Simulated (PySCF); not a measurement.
Telling isomers of C4H6F3NO apart by NMR

Method: GIAO PBE0/pcSseg-1 shieldings, geometry from GFN2-xTB, in PySCF (single conformer, no solvent model, one averaged value for each set of equivalent atoms, no relativistic terms).

δ = σ(ref) − σ, references computed at the same level: 1H, 13C against TMS. Splittings of carbon signals by F and P are missing where no couplings were computed. Where no couplings were computed, multiplicities follow the n + 1 count of equivalent neighbours, and m marks all less simple cases (inequivalent or close neighbours, rings, F or P nearby). Acid and N–H amide carbonyl carbons lie up to 10 ppm further downfield in solution (hydrogen bonding). Shifts are as computed. Against solution values, carbons near 30 ppm lie about +3 ppm off and those near 130 ppm about +5 ppm. Of 1211 compounds with measured shifts, 218 miss one by over three times the rms of a fit or turn the order of signals round; such compounds aren't used in these exercises. OH and NH positions are gas-phase values without hydrogen bonding to other molecules.

(1) Tabulate the signals of `CNC(=O)CC(F)(F)F`, `[H]/N=C(\CF)COC(F)F` and their relative energies.

(2) What is the quickest way to tell CNC(=O)CC(F)(F)F from [H]/N=C(\CF)COC(F)F?

## Answers

(1) 
```tsv
SMILES	carbon types	δC	δH	E rel. (kcal/mol)
CNC(=O)CC(F)(F)F	2×C 1×CH2 1×CH3	164.3, 133.2, 42.6, 29.2	4.44 (br, 1H), 2.98 (d, 3H), 2.74 (m, 2H)	0.0
[H]/N=C(\CF)COC(F)F	1×C 1×CH 2×CH2	178.7, 127.2, 86.4, 77.7	11.71 (br s, 1H), 6.27 (m, 1H), 5.47 (m, 2H), 4.61 (s, 2H)	37.7
```

Energies are electronic energies at PBE0/pcSseg-1 on these geometries, without zero-point or thermal terms, each for the one conformer computed, which needn't be the lowest.

(2) Both give the same number of carbon signals, but DEPT or the intensities differ. The first has a methyl carbon bonded to N (CH3) at 29.2 ppm, the second an sp3 CH bonded to 2 F and O at 127.2 ppm. Their most deshielded carbons lie at 164.3 and 178.7 ppm. In the proton spectra the most deshielded non-exchanging signals are 2.98 (d, 3H) and 6.27 (m, 1H).
